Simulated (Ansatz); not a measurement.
Consider the hydrogenolysis of a Ge–N bond: `[NH2][Ge]([NH2])([NH2])[NH2]` + H₂ → `[NH2][GeH]([NH2])[NH2]` + NH₃.

Gas-phase electronic energies from Ansatz, PBE0-D4/def2-TZVP geometries. CCSD(T)/CBS is the MP2 limit (def2-TZVPP, def2-QZVPP) plus CCSD(T) − MP2 in def2-TZVPP, frozen cores. This one scheme is used for every species. DFT in def2-TZVPP. B3LYP here is the variant with VWN-RPA as its local correlation; programs differ in this. For Ge outer-core shells are correlated without core-valence functions, which leaves a few kJ/mol of doubt a bond. Scalar relativity is left out up to krypton. One conformer a species, not always the lowest.

Problem. Is it downhill or uphill in electronic energy at CCSD(T)/CBS, and by how much? (An estimate is asked.)

Solution. Ansatz gave: Uphill: ΔE = +6.3 kJ/mol.

Problem. What do these levels give: PBE-QIDH, B3LYP, r2SCANh, BHLYP, HF/def2-QZVPP, HF/CBS(def2)? (Estimate.)

Solution. Ansatz gave: PBE-QIDH 3.4, B3LYP -7.0, r2SCANh 3.2, BHLYP -5.4, HF/def2-QZVPP -8.9, HF/CBS(def2) -9.0 kJ/mol.

Largest T1 diagnostic among the species: 0.010.

The D4 term adds +10.1 kJ/mol with B3LYP and +5.5 kJ/mol with PBE0; it sums over pairs of atoms, weighted by their polarisabilities, and B3LYP, whose exchange is more repulsive, gets the larger term. From BLYP to BHLYP (50 % exact exchange), in def2-TZVPP and without D4, ΔE moves by +3.0 kJ/mol. In def2-TZVPP, CCSD(T) changes the Hartree–Fock value by +15.4 kJ/mol (the triples alone add +3.6 kJ/mol) and MP2 by +21.6 kJ/mol.
